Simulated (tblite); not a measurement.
**Question.** Give a GFN2-xTB geometry of `O=CO/C([SiH3])=C/[SiH3]`.

**Answer.** 
```xyz
15
C3H8O2Si2 angstrom
O     -2.850    0.592    0.389
C     -2.692   -0.508   -0.072
O     -1.556   -1.071   -0.364
C     -0.366   -0.348   -0.131
Si    -0.533    1.438    0.512
C      0.745   -1.029   -0.405
Si     2.524   -0.451   -0.235
H     -3.527   -1.189   -0.307
H     -1.204    2.293   -0.462
H      0.876    1.875    0.544
H     -1.009    1.462    1.890
H      0.606   -2.044   -0.768
H      3.364   -1.603   -0.586
H      2.803    0.642   -1.168
H      2.815   -0.051    1.141
```

Orientation and origin are arbitrary. Atoms count from 1 in this order. Si5 and O1 aren't drawn bonded (4 bonds apart) but lie 2.47 Å from each other; Cordero's covalent radii sum to 1.77 Å. Si5 (SiH3 silicon) is distorted tetrahedral (angles from 101.6° to 118.1°). Of the pairs four or more bonds apart, those above aside, Si7···H10 is among the closest relative to their van der Waals radii: 2.96 Å, 90 % of the sum of Bondi's values. The C–O distances run from 1.204 Å (O1=C2, drawn double) to 1.412 Å (O3–C4, drawn single), a spread of 0.208 Å.

Bonds between heavy atoms (Å): O1=C2 1.204, C2–O3 1.301, O3–C4 1.412, C4–Si5 1.906, C4=C6 1.331, C6–Si7 1.879.

Computed geometry: GFN2-xTB, gas phase.

Point group: near Cs, missed by 0.17 Å at most; the miss may be what the optimiser left on a soft mode. Its GFN2-xTB frequencies are all real (lowest 26 cm⁻¹). One conformer, not necessarily the lowest (O1–C2–O3–C4 0°, C2–O3–C4–Si5 -3°). 3 starts were optimised and ended at 0.00, 0.04 and 5.13 kcal/mol (GFN2-xTB); the lowest of these is shown.
